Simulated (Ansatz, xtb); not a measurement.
**A geometry optimisation of AlFH5InN2 with r2SCAN-D4/def2-SVP**

The starting geometry of this gas-phase singlet was built from a drawn formula by distance geometry; its bonds are those of `N[N]([AlH2])[InH][F]`.

```yaml
atoms:
  - { symbol: Al, position_ang: [-0.7087, 2.0848, -1.1147] }
  - { symbol: F, position_ang: [-0.3982, -1.3502, -3.5316] }
  - { symbol: In, position_ang: [-1.3266, 0.2905, -4.0927] }
  - { symbol: N, position_ang: [0.2580, 2.7060, -3.6816] }
  - { symbol: N, position_ang: [-0.8796, 2.0834, -3.0211] }
  - { symbol: H, position_ang: [1.1259, 2.4243, -3.2143] }
  - { symbol: H, position_ang: [0.2078, 3.7204, -3.5854] }
  - { symbol: H, position_ang: [-1.7524, 2.9820, -0.2807] }
  - { symbol: H, position_ang: [0.0130, 0.8069, -0.4075] }
  - { symbol: H, position_ang: [-2.8060, 0.8675, -4.9902] }
```

**Question.** Predict what it relaxes into with r2SCAN-D4/def2-SVP.

**Answer.** A new bond forms, giving a structure given below by its coordinates. Contacts that close: In3–N4 (2.92 → 2.42 Å).

The energy falls by 1.56 eV over 32 steps:

| step | E − E(last) (eV) |
| --- | --- |
| 1 | 1.555 |
| 4 | 0.612 |
| 8 | 0.353 |
| 11 | 0.128 |
| 15 | 0.027 |
| 18 | 0.021 |
| 22 | 0.005 |
| 25 | 0.001 |
| 29 | 0.000 |
| 32 | 0.000 |

Final geometry (Å):

```xyz
10

Al   -0.7412    2.2148   -0.8433
F    -0.8909   -1.0311   -4.1700
In   -1.6527    0.7870   -4.1021
N     0.3247    2.0806   -3.5964
N    -0.6915    1.8203   -2.5785
H     1.2120    1.6302   -3.3566
H     0.5006    3.0832   -3.6984
H    -2.0395    1.7375   -0.0691
H     0.4706    3.0284   -0.2066
H    -2.7588    1.2646   -5.2988
```

From the same start GFN2-xTB ends elsewhere, differing in Al1–F2 (1.70 against 4.65 Å here), Al1–In3 (3.17 against 3.67 Å here), F2–In3 (2.63 against 1.97 Å here), In3–N4 (3.30 against 2.42 Å here).

The end wasn't checked by frequencies. Atoms past krypton carry core potentials, without spin–orbit terms. Run with Ansatz 0.2.0, 97 s on 2 threads of Intel(R) Xeon(R) Platinum 8259CL CPU @ 2.50GHz (Skylake/Cascade Lake), on a shared host.
